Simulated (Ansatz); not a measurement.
CoSi₆, relaxed as a quartet with UKS r2SCAN-D4/def2-SVP in Ansatz, starting from the r2SCAN-D4/def2-SVP geometry of the neutral doublet. Force threshold 0.02 eV/Å.

The relaxation made no stability test and no search for a lower SCF solution. The structure comes from a short search, and lower isomers may exist.

Start:

```xyz
7

Co   -1.3264   -0.0086    0.7539
Si    1.4048   -0.5630    0.7901
Si   -0.2146   -0.9251   -1.0104
Si   -0.4289   -2.1106    1.0475
Si    1.4572    0.7856   -1.2419
Si   -1.0718    1.3186   -1.2633
Si    0.1797    1.5031    0.9240
```

Question: Estimate the energy that the relaxation releases and the steps that it takes.

Answer: 17.5 kcal/mol, in 13 steps; 3.2 min on 4 threads of Arm Neoverse V1 on a shared host. No frequencies were taken in this run, so the end may be a saddle point.

Question: Does the start keep its bonding?

Answer: Bonds lost: Co1–Si2 (atoms count from 1). Bonds formed: Si3–Si7, Si4–Si7 (atoms count from 1).

Question: Predict the relaxed structure.

Answer: 
```xyz
7

Co   -1.9084    0.0339    0.5439
Si    1.8679   -0.7860    0.5100
Si   -0.1240   -0.9003   -0.9561
Si   -0.3651   -1.5675    1.3529
Si    1.4304    1.0132   -1.1378
Si   -1.0612    1.3069   -1.2590
Si    0.1604    0.8999    0.9460
```
Bond lengths: 12 × Si–Si 2.42 to 2.63 Å; 4 × Co–Si 2.28 to 2.51 Å.
